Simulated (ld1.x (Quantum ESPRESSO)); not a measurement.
Values are calculated unless marked as measured or tabulated.
Potentials for Be compared

Generated with ld1.x 7.5 (TM, RRKJ, ultrasoft, PAW), atompaw 4.2 or ONCVPSP 4.0.1. The cutoff is in Ry: for ld1.x and atompaw files where the sum of valence levels is converged to 10 mRy in a Bessel basis, for ONCV files where the hardest occupied wave has 1 mHa per electron of residual kinetic energy. The error is the largest all-electron minus pseudo excitation energy over each file’s own four to seven test configurations (ionisations up to +4, promotions, holes and added fractions of an electron), all of which were solved. The labels leave out finer settings (local radius, basis sizes, second energies), which also bear on the numbers. Spin-polarised tests are not counted. The rows are a selection from randomly drawn settings: files with unsolved tests, undetermined cutoffs or missed reference levels are left out.

```csv
potential,cutoff (Ry),largest error (meV),bound ghosts
"TM, PBE, scalar-relativistic, rc 1.95/2.65/2.70 (spd), local smoothed, core correction no, reference 2s1 2p1",10,+30,none
"TM, PBE, scalar-relativistic, rc 2.25/3.55 (sp), local smoothed, core correction yes, reference 2s1.5 2p0.5",8,-93,none
"ultrasoft, LDA (PZ), scalar-relativistic, rc 2.45/4.50 (sp), local smoothed, core correction yes, reference 2s1.75 2p0.25",6,+12,none
"RRKJ, PBE, scalar-relativistic, rc 2.20/3.30/3.10 (spd), local s, core correction no, reference 2s2 2p0",8,-94,none
```

(1) Fill in the row for Be: PAW, PBE, non-relativistic, rc 1.75/4.50/3.90 (spd), local smoothed, core correction yes, reference 2s2 2p0.

(2) Fill in the row for Be: ultrasoft, PBE, scalar-relativistic, rc 1.90/3.55/3.45 (spd), local smoothed, core correction yes, reference 2s1.5 2p0.

(3) Fill in the row for Be: RRKJ, PW91, scalar-relativistic, rc 1.60/3.10/2.55 (spd), local d, core correction yes, reference 2s2 2p0.

Answers

(1) cutoff 6 Ry, largest error -272 meV, bound ghosts: none.

(2) cutoff 6 Ry, largest error +48 meV, bound ghosts: none.

(3) cutoff 10 Ry, largest error -81 meV, bound ghosts: none.
